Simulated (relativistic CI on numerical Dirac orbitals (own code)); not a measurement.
Calculated levels, Ag XXIV

Method of calculation: Dirac-Coulomb-Breit CI, KLI orbitals optimised for each configuration, model QED, unscaled Slater integrals (own radial code, finite nucleus).

Configurations in the expansion (outside the closed core [Ne]): 3s2 3p6 3d6, 3s2 3p5 3d7, 3s2 3p4 3d8, 3s 3p6 3d7, 3p6 3d8, 3s 3p5 3d8, 3s2 3p6 3d5 4s, 3s2 3p6 3d5 4p, 3s2 3p6 3d5 4d, 3s2 3p4 3d7 4s, 3s2 3p6 3d5 4f, 3s2 3p5 3d6 4s, 3s2 3p6 3d4 4s2, 3s2 3p6 3d5 5s, 3s 3p6 3d6 4s, 3s2 3p6 3d5 5p. Levels of other configurations are missing.

The lowest level is 3s2 3p6 3d6 5D_4, with 82 % of that term; Hund's rules for 3s2 3p6 3d6 give 5D with J = 4, in agreement.

```csv
No.,Configuration,Term,J,E (cm⁻¹),%,Next component (%),Lifetime (s)
1,3s2 3p6 3d6,5D,4,0,82,16 3F,
2,3s2 3p6 3d6,5D,2,28602,59,30 3P,5.21e+02
3,3s2 3p6 3d6,5D,3,33252,92,5 3F,8.67e-04
4,3s2 3p6 3d6,5D,1,48121,81,16 3P,2.09e-03
5,3s2 3p6 3d6,5D,0,48724,75,20 3P,3.48e+01
6,3s2 3p6 3d6,3H,4,80604,24,22 1G,2.78e-04
7,3s2 3p6 3d6,3H,6,102013,85,15 1I,
8,3s2 3p6 3d6,3H,5,102233,51,48 3G,2.52e-03
9,3s2 3p6 3d6,3P,2,102361,46,40 5D,1.15e-04
10,3s2 3p6 3d6,3F,3,118105,57,30 3G,2.50e-04
11,3s2 3p6 3d6,3F,2,120962,73,17 1D,3.65e-04
12,3s2 3p6 3d6,1S,0,139277,56,23 3P,9.49e-05
13,3s2 3p6 3d6,3H,4,139766,56,36 3F,1.67e-04
14,3s2 3p6 3d6,3G,4,155340,65,22 1G,5.20e-04
15,3s2 3p6 3d6,3D,1,155445,61,28 3P,1.50e-04
16,3s2 3p6 3d6,3G,5,156719,51,49 3H,3.49e-04
17,3s2 3p6 3d6,3D,2,158034,67,15 3P,4.33e-04
18,3s2 3p6 3d6,3D,3,169670,53,28 3F,1.65e-04
19,3s2 3p6 3d6,3G,3,172848,56,27 3D,2.30e-04
20,3s2 3p6 3d6,1I,6,179529,85,15 3H,3.75e-04
21,3s2 3p6 3d6,3P,1,185738,62,32 3D,9.45e-05
22,3s2 3p6 3d6,3P,0,194491,96,3 1S,4.04e-04
23,3s2 3p6 3d6,1F,3,202788,61,35 3F,4.00e-04
24,3s2 3p6 3d6,1G,4,208062,62,20 3F,1.46e-04
25,3s2 3p6 3d6,1D,2,213064,57,17 3F,1.37e-04
26,3s2 3p6 3d6,3P,1,239086,92,4 3D,7.97e-05
27,3s2 3p6 3d6,3F,4,256715,80,10 1G,1.03e-04
28,3s2 3p6 3d6,3F,2,260685,91,5 3D,1.10e-04
29,3s2 3p6 3d6,3P,0,272149,56,38 1S,4.05e-05
30,3s2 3p6 3d6,3P,2,291032,79,11 1D,8.45e-05
31,3s2 3p6 3d6,3F,3,292491,59,26 1F,8.83e-05
32,3s2 3p6 3d6,1G,4,298414,81,16 3F,9.03e-05
33,3s2 3p6 3d6,1D,2,370823,96,1 3D,9.78e-05
34,3s2 3p6 3d6,1S,0,464930,95,4 3P,3.83e-05
35,3s2 3p5 3d7,5G°,6,1389803,93,7 3H°,5.58e-10
36,3s2 3p5 3d7,3D°,3,1445357,71,13 5D°,3.26e-11
37,3s2 3p5 3d7,3P°,0,1448525,52,42 1S°,1.77e-10
38,3s2 3p5 3d7,5G°,5,1448823,60,35 5F°,1.96e-11
39,3s2 3p5 3d7,3G°,5,1463514,49,24 5G°,1.44e-11
40,3s2 3p5 3d7,3F°,4,1471515,40,37 5G°,5.95e-11
41,3s2 3p5 3d7,3P°,2,1490315,36,31 1D°,9.33e-11
42,3s2 3p5 3d7,5D°,4,1500634,59,28 5F°,2.31e-11
43,3s2 3p5 3d7,3H°,6,1510023,82,12 3I°,2.77e-11
44,3s2 3p5 3d7,3D°,2,1510456,61,13 5F°,1.25e-11
45,3s2 3p5 3d7,5G°,3,1510633,37,24 3F°,1.82e-11
46,3s2 3p5 3d7,3G°,4,1525167,53,13 5F°,1.01e-11
47,3s2 3p5 3d7,3P°,1,1531936,63,17 5D°,1.38e-11
48,3s2 3p5 3d7,3F°,2,1536932,23,20 5G°,1.31e-11
49,3s2 3p5 3d7,5F°,3,1538437,34,24 5D°,7.62e-12
50,3s2 3p5 3d7,3F°,4,1547688,40,35 5D°,6.62e-12
51,3s2 3p5 3d7,3D°,1,1554166,43,36 5F°,6.68e-12
52,3s2 3p5 3d7,3H°,5,1561818,64,18 5F°,9.61e-12
53,3s2 3p5 3d7,5S°,2,1562341,17,17 3P°,5.10e-12
54,3s2 3p5 3d7,3G°,3,1568461,41,19 3F°,9.36e-12
55,3s2 3p5 3d7,3I°,7,1575024,100,,3.50e-11
56,3s2 3p5 3d7,5P°,3,1593385,51,24 5D°,2.41e-12
57,3s2 3p5 3d7,3F°,4,1595998,39,25 1G°,8.05e-12
58,3s2 3p5 3d7,1H°,5,1597142,58,11 5F°,1.10e-11
59,3s2 3p5 3d7,5D°,0,1597163,51,25 1S°,4.48e-12
60,3s2 3p5 3d7,1D°,2,1598479,26,22 5S°,6.03e-12
61,3s2 3p5 3d7,5D°,1,1609975,54,23 3P°,2.74e-12
62,3s2 3p5 3d7,5P°,2,1613261,27,22 5D°,3.10e-12
63,3s2 3p5 3d7,1G°,4,1616186,31,24 3F°,4.96e-12
64,3s2 3p5 3d7,1F°,3,1616415,24,23 3F°,4.36e-12
65,3s2 3p5 3d7,5D°,2,1622586,29,24 3P°,6.29e-12
66,3s2 3p5 3d7,3D°,3,1625920,40,19 5D°,4.63e-12
67,3s2 3p5 3d7,3G°,4,1643079,31,24 3H°,3.58e-12
68,3s2 3p5 3d7,3H°,6,1644825,64,35 3I°,4.52e-12
69,3s2 3p5 3d7,3D°,3,1645490,27,24 5D°,3.67e-12
70,3s2 3p5 3d7,3H°,5,1654437,37,33 3G°,3.81e-12
```

Energies count from the lowest computed level; ° marks odd parity; lifetimes are radiative, by E1, M1, E2, M2 decay to levels of this space only; some are left blank where a channel outside the calculation adds to the decay or the decay crosses a small, uncertain gap.

The mean weight of the leading LS term, summed over parents, in these 70 levels is 58 %, and that of the leading jj configuration (from the same eigenvectors) 64 %.

At this charge energies of transitions that change n are usually good to better than 1 %, and those within a shell (Δn = 0) to a few per cent. Terms inside the open d or f shell come out 10 to 20 % too wide with unscaled integrals.

LS names give the leading component of a level, which can be under half, so a name can repeat, a term be missing and a line seem to break the LS rules.
